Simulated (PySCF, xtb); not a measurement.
NbO3, SMILES [O]=[Nb]1[O][O]1 (connectivity only; charge and spin as stated), neutral, multiplicity 2.

Harmonic wavenumbers (cm⁻¹) from xtb 6.7.1 with GFN2-xTB at its own minimum, in rising order: 84, 146, 430, 495, 814, 1149.

### Question
What does PBE-D3(BJ)/def2-TZVP run with PySCF 2.14.0 give at its own minimum? (An estimate is asked for; the answer gives what the named calculation found.)

### Answer
247, 254, 556, 614, 924, 973. Paired by order, the mean absolute difference is 134 cm⁻¹ and the zero-point energies are 4.5 and 5.1 kcal/mol.
